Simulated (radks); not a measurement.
Sn, 50 electrons, occupied as [Kr] 4d10 5s2 5p2 (the NIST ground configuration).

Calculated with a radial shooting solver on a logarithmic mesh with Libxc functionals: scalar-relativistic Kohn-Sham, PBE, spin-polarised, spherical densities, point nucleus; open shells are filled with parallel spins first (spin-orbit coupling, left out, can overturn this in heavy ions).

Energy parts (eV):
| part | energy |
|---|---|
| total | -168090.877 |
| kinetic | 175502.712 |
| electron-nucleus | -406484.157 |
| Hartree | 67374.837 |
| exchange-correlation | -4484.269 |

Orbitals (lengths in bohr, moments of r in powers of bohr; <r^-3> diverges for s and p1/2):
[
 {"orbital": "1s up", "occ.": "1", "eigenvalue (eV)": "-29014.11", "<r^4>": "3.406e-06", "<r^2>": "0.001143", "<r^-3>": "-"},
 {"orbital": "1s down", "occ.": "1", "eigenvalue (eV)": "-29014.08", "<r^4>": "3.405e-06", "<r^2>": "0.001143", "<r^-3>": "-"},
 {"orbital": "2s up", "occ.": "1", "eigenvalue (eV)": "-4379.936", "<r^4>": "0.0005924", "<r^2>": "0.01857", "<r^-3>": "-"},
 {"orbital": "2s down", "occ.": "1", "eigenvalue (eV)": "-4379.929", "<r^4>": "0.0005924", "<r^2>": "0.01857", "<r^-3>": "-"},
 {"orbital": "2p up", "occ.": "3", "eigenvalue (eV)": "-3931.786", "<r^4>": "0.0004262", "<r^2>": "0.01466", "<r^-3>": "4696"},
 {"orbital": "2p down", "occ.": "3", "eigenvalue (eV)": "-3931.766", "<r^4>": "0.0004262", "<r^2>": "0.01466", "<r^-3>": "4696"},
 {"orbital": "3s up", "occ.": "1", "eigenvalue (eV)": "-845.0890", "<r^4>": "0.02645", "<r^2>": "0.1317", "<r^-3>": "-"},
 {"orbital": "3s down", "occ.": "1", "eigenvalue (eV)": "-845.0646", "<r^4>": "0.02645", "<r^2>": "0.1317", "<r^-3>": "-"},
 {"orbital": "3p up", "occ.": "3", "eigenvalue (eV)": "-698.6517", "<r^4>": "0.02800", "<r^2>": "0.1323", "<r^-3>": "869.5"},
 {"orbital": "3p down", "occ.": "3", "eigenvalue (eV)": "-698.6237", "<r^4>": "0.02800", "<r^2>": "0.1323", "<r^-3>": "869.5"},
 {"orbital": "3d up", "occ.": "5", "eigenvalue (eV)": "-473.2635", "<r^4>": "0.02549", "<r^2>": "0.1175", "<r^-3>": "119.6"},
 {"orbital": "3d down", "occ.": "5", "eigenvalue (eV)": "-473.2386", "<r^4>": "0.02549", "<r^2>": "0.1175", "<r^-3>": "119.6"},
 {"orbital": "4s up", "occ.": "1", "eigenvalue (eV)": "-133.7917", "<r^4>": "0.8573", "<r^2>": "0.7583", "<r^-3>": "-"},
 {"orbital": "4s down", "occ.": "1", "eigenvalue (eV)": "-133.7347", "<r^4>": "0.8561", "<r^2>": "0.7581", "<r^-3>": "-"},
 {"orbital": "4p up", "occ.": "3", "eigenvalue (eV)": "-89.5645", "<r^4>": "1.253", "<r^2>": "0.8975", "<r^-3>": "156.4"},
 {"orbital": "4p down", "occ.": "3", "eigenvalue (eV)": "-89.5017", "<r^4>": "1.248", "<r^2>": "0.8963", "<r^-3>": "156.5"},
 {"orbital": "4d up", "occ.": "5", "eigenvalue (eV)": "-25.7543", "<r^4>": "3.959", "<r^2>": "1.450", "<r^-3>": "14.49"},
 {"orbital": "4d down", "occ.": "5", "eigenvalue (eV)": "-25.5878", "<r^4>": "3.786", "<r^2>": "1.427", "<r^-3>": "14.61"},
 {"orbital": "5s up", "occ.": "1", "eigenvalue (eV)": "-10.9711", "<r^4>": "70.23", "<r^2>": "6.612", "<r^-3>": "-"},
 {"orbital": "5s down", "occ.": "1", "eigenvalue (eV)": "-9.7779", "<r^4>": "69.05", "<r^2>": "6.511", "<r^-3>": "-"},
 {"orbital": "5p up", "occ.": "2", "eigenvalue (eV)": "-4.1569", "<r^4>": "254.9", "<r^2>": "11.98", "<r^-3>": "9.179"},
 {"orbital": "5p down", "occ.": "0", "eigenvalue (eV)": "-2.8607", "<r^4>": "292.6", "<r^2>": "12.59", "<r^-3>": "9.179"}
]

The highest occupied level is 5p up at -4.157 eV. Summed over all electrons, <r^2> = 60.73 bohr^2, which gives a Langevin (diamagnetic) susceptibility term of -48.1 x 10^-6 cm^3/mol. Spin moment in Bohr magnetons: 2.

Run on one thread of a shared host, so times are rough (AMD EPYC 7R43 64-Core Processor): 0.23 s of CPU time, 0.23 s wall, 13 iterations on 2725 mesh points.
